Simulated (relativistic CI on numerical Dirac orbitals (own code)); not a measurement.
Calculated at this level of theory: Dirac-Coulomb-Breit CI, separate exchange-only KLI orbitals for each configuration, QED by a radiative potential, unscaled Slater integrals (own radial code, finite nucleus).

The strongest absorption lines from the ground level of an ion, among the configurations computed and to levels below about 276 eV (vacuum wavelength in Å, gf): 63.832 (2.4), 67.646 (6), 68.403 (0.39), 69.214 (0.38), 70.069 (9.1), 70.455 (1.1), 88.559 (0.53), 91.004 (0.57).

**Question.** Which ion is it?
A. Gd XXVII
B. Nd XXIII
C. Gd XXIX
D. Dy XXIX

**Answer.** A. Gd XXVII has 38 electrons and the ground level 4s²4p⁶4d² ³F2; the strongest line goes to 4s²4p⁶4d4f ³G°3. The pattern of lines fixes the number of electrons, and along that sequence the line energies rise steadily with the charge (about as its square where n changes within one kind of shell, about linearly where n is kept but much faster in heavy ions where fine structure, which grows about as Z⁴, sets the gap, and irregularly where shells cross), which fixes Z. Configurations outside the model, such as inner-shell arrays, can give stronger lines. At this charge energies of transitions that change n are usually good to better than 1 %, and those within a shell (Δn = 0) to a few per cent. Terms inside the open d or f shell come out 10 to 20 % too wide with unscaled integrals.

LS names give the leading component of a level, which can be under half, so a name can repeat, a term be missing and a line seem to break the LS rules.
